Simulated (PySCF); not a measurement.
Species: C5H6N2Si (charge +1 and doublet state).
Geometry (GFN2-xTB, Å), atoms numbered from 1 in this order:
```xyz
14
C5H6N2Si angstrom
C      3.3817   -0.4574   -0.5249
C      2.1926   -0.6044   -0.6701
Si     0.3990   -0.8321   -0.9346
C     -0.3191    0.3802    0.6992
C      0.2125    1.6601    0.3476
N      0.6509    2.6688    0.0391
N     -1.6509    0.3539    0.8662
C     -2.7057   -0.0572    0.3685
H      4.4213   -0.3291   -0.3979
H     -0.1773   -2.1025   -0.4969
H     -0.2021   -0.1638   -2.0829
H      0.2025   -0.0391    1.5627
H     -2.7641   -0.6764   -0.5302
H     -3.6421    0.1987    0.8523
```

The hyperfine couplings belong to this conformer and change with its torsions.

The species is `[CH+]=[C][SiH2][C@@H](C#N)N=C` [radical] (charge +1).

Method: UKS B3LYP, pcH-1 on C H N Si, non-relativistic, mean-field spin-orbit, GIAO (PySCF). Geometry: GFN2-xTB, one conformer, isolated ion. The geometry wasn't refined by DFT: couplings that depend on bond lengths, twists or pyramidal angles can differ widely from those at the functional's own minimum, by a factor of two or more for some ions and for spin on atoms past the first row. Stability of the SCF solution: not tested.

Where do the isotropic ENDOR lines of C4, C5, C1, N7, H13, H14, H12, H10, H11 and Si3 fall at 334.5 mT, to first order?

ν± = |νn ± a/2|, one line for each electron-spin manifold; νn = |g_N| × 7.62259 MHz/T × B.

```tsv
nuclei	isotope	g_N	νn (MHz)	a_iso (MHz)	lower line (MHz)	upper line (MHz)
C4	13C	1.4048	3.58	-19.36	6.10	13.26
C5	13C	1.4048	3.58	8.19	0.51	7.67
C1	13C	1.4048	3.58	7.92	0.38	7.54
N7	14N	0.4038	1.03	55.28	26.61	28.67
H13	1H	5.5857	14.24	142.79	57.15	85.64
H14	1H	5.5857	14.24	96.45	33.98	62.47
H12	1H	5.5857	14.24	51.65	11.58	40.07
H10	1H	5.5857	14.24	22.38	3.05	25.43
H11	1H	5.5857	14.24	17.45	5.52	22.97
Si3	29Si	-1.1106	2.83	-33.78	14.06	19.72
```

The rows for 13C and 29Si, of low natural abundance, apply to labelled samples.

Which pairs are centred on the nuclear Larmor frequency, and which on half the coupling?

Centred on νn, since |a| < 2νn: H10 and H11. Centred on |a|/2 and split by 2νn: C4, C5, C1, N7, H13, H14, H12 and Si3.

At what field would the lower line of H10 fall to zero frequency?

Where νn = |a|/2, that is B = 11.19 MHz/(5.5857 × 7.62259 MHz/T) = 263 mT, as far as first order holds there.

Couplings of abundant isotopes left out: H9 (-6.2 MHz) and N6 (1.9 MHz).

Time: 81 s of wall time (with the writing of density and orbital grids); peak memory 1.1 GiB. Hardware: Arm Neoverse V2, one thread, shared host.

The SMILES draws the unpaired electron on C2; the largest computed Mulliken spin population is on N7 (0.52 against -0.01).
